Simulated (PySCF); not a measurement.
**TlO⁺ from Hartree–Fock to correlated methods**

State: ³Σ⁻ (triplet), unpaired electrons π ↑↑. Set-up: basis Tl cc-pVDZ-PP with ECP60, O cc-pVDZ; scalar-relativistic core potentials; PySCF 2.14. De refers to Tl⁺ + O in their high-spin ground configurations, without counterpoise correction. The functionals are run spin-unrestricted. A positive dipole points towards O; it is taken about the centre of mass and depends on that origin.

```tsv
Level	Re (Å)	ωe (cm⁻¹)	De (eV)	μ (D)	CPU s a point (SCF and correlation, without the integrals)
UHF	3.235	92.2	n/a	-0.47	0.052
UHF-MP2	3.093	112	n/a	n/a	0.087
UHF-SCS-MP2	3.111	110	n/a	n/a	n/a
UHF-CCSD	3.098	112	n/a	n/a	n/a
UHF-CCSD(T)	3.078	115	n/a	n/a	2
PBE	2.919	146	n/a	0.42	0.34
PBEsol	2.845	163	n/a	0.56	0.24
r²SCAN	2.908	148	n/a	0.33	0.48
B3LYP	2.971	134	n/a	0.17	0.38
PBE0	2.950	136	n/a	0.14	0.53
HSE06	2.935	140	n/a	0.17	0.54
M06-2X	2.976	136	n/a	-0.02	0.51
```

Q: What does a quarter of exact exchange do here, going from PBE to PBE0?

A: PBE0 less PBE: +3.1 pm in Re, -6.8 % in ωe. Exact exchange removes part of the self-interaction that spreads semilocal densities, and in most molecules shortens and stiffens the bond and lowers De; here Re and ωe go the other way.

Q: What does the triples do here, going from UHF-CCSD to UHF-CCSD(T)?

A: UHF-CCSD(T) less UHF-CCSD: -2.0 pm in Re, +2.7 % in ωe. Correlation nearly always deepens the well. The bond shortens, as in weak, metallic or heavy-atom bonds, where dispersion and the correlation of outer-core electrons pull the atoms together.

Q: What does all correlation do here, going from UHF to UHF-CCSD(T)?

A: UHF-CCSD(T) less UHF: -15.7 pm in Re, +24.7 % in ωe. Correlation nearly always deepens the well. The bond shortens, as in weak, metallic or heavy-atom bonds, where dispersion and the correlation of outer-core electrons pull the atoms together.

Correlated steps freeze 5 core orbitals. Spin–orbit coupling is left out, which matters for elements this heavy, above all for dissociation energies. The state is the lowest determinant that a PBE0 search found; another state may lie lower at other levels.

The whole job (state search and all levels along the bond) took about 1.3 min on 1 thread of Arm Neoverse V1 (shared host), peak memory 0.46 GiB.
